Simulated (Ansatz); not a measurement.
C2H2ClF2NSi (`FC(F)[SiH]1N=C1Cl`). Total charge 0; spin multiplicity 1.

| atom | x (Å) | y (Å) | z (Å) |
| --- | --- | --- | --- |
| F1 | -1.268 | -1.449 | -0.506 |
| C2 | -0.364 | -1.297 | 0.493 |
| F3 | 0.552 | -2.305 | 0.396 |
| Si4 | 0.537 | 0.385 | 0.328 |
| N5 | -0.494 | 1.837 | 0.125 |
| C6 | 0.106 | 1.529 | -0.950 |
| Cl7 | 0.068 | 2.269 | -2.482 |
| H8 | -0.895 | -1.428 | 1.444 |
| H9 | 1.759 | 0.459 | 1.151 |

Q: List the harmonic frequencies (cm⁻¹, unscaled) at PBE0-D4/def2-TZVP in Ansatz. (Estimate.)

A: Ansatz gave: 32, 75, 137, 281, 296, 311, 433, 495, 545, 580, 658, 749, 817, 1087, 1097, 1138, 1332, 1358, 1620, 2281, 3044.

Q: Is this a minimum?

A: Yes, all 21 modes are real.

Q: Give the ideal-gas thermochemistry at 298.15 K and 1 bar (rigid rotor, harmonic oscillator; point group C1, symmetry number 1).

A: Zero-point energy 109.8 kJ/mol; H(298) − E = 132.5 kJ/mol; entropy 378.5 J/(mol·K), of which translation 170.6, rotation 122.0, vibration 85.9; G(298) − E = 19.7 kJ/mol. Modes under 100 cm⁻¹ are hindered rotations or soft bends, so the harmonic entropy is rough.

Q: And at 400, 500, 600, 800 and 1000 K?

A: 
```json
{"T (K)": "400", "H − E (kJ/mol)": "145.1", "S (J/mol/K)": "414.6", "G − E (kJ/mol)": "-20.8"}
{"T (K)": "500", "H − E (kJ/mol)": "159.0", "S (J/mol/K)": "445.6", "G − E (kJ/mol)": "-63.8"}
{"T (K)": "600", "H − E (kJ/mol)": "174.1", "S (J/mol/K)": "473.2", "G − E (kJ/mol)": "-109.8"}
{"T (K)": "800", "H − E (kJ/mol)": "207.0", "S (J/mol/K)": "520.4", "G − E (kJ/mol)": "-209.3"}
{"T (K)": "1000", "H − E (kJ/mol)": "242.3", "S (J/mol/K)": "559.7", "G − E (kJ/mol)": "-317.4"}
```

Q: Rotational constants (cm⁻¹)?

A: 0.1245, 0.02952, 0.02729.
